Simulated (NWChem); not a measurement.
Species: C2H5FN2Si; SMILES N[Si@@H]1C=N[C@@H]1F

```xyz
11

N      0.7060     1.9388     0.4854
Si    -0.2321     0.8358    -0.4235
C     -1.5241    -0.2569     0.4334
N     -0.9179    -1.3794     0.2572
C      0.2912    -1.0232    -0.4991
F      1.4189    -1.3585     0.2038
H      1.1931     1.6818     1.3350
H      0.9792     2.8465     0.1334
H     -0.6281     1.5640    -1.6688
H     -2.4970    -0.2259     0.9471
H      0.3124    -1.5756    -1.4559
```
Atoms are numbered in this order, from 1.

Results from NWChem. Pople sets run with spherical d functions. Geometry: optimised at PBE0/def2-SVP. Level TPSS/6-31G*: single points from the atomic guess with DIIS by default; each run changes one setting, and all converged runs end within 0.3 mHa of each other. NWChem's automatic level shift, which a small gap switches on, acted in some of these runs.

Which setting needs the most SCF iterations, or fails (defaults; occupation smearing of 0.005 Ha; no DIIS, 40 % damping; DIIS on 20 Fock matrices; core-Hamiltonian guess)?

no DIIS, 40 % damping, with 44 against 10 for the defaults.
```
setting                          SCF iterations
-------------------------------  --------------
defaults                                     10
occupation smearing of 0.005 Ha              10
core-Hamiltonian guess                       26
no DIIS, 40 % damping                        44
DIIS on 20 Fock matrices                      9
```
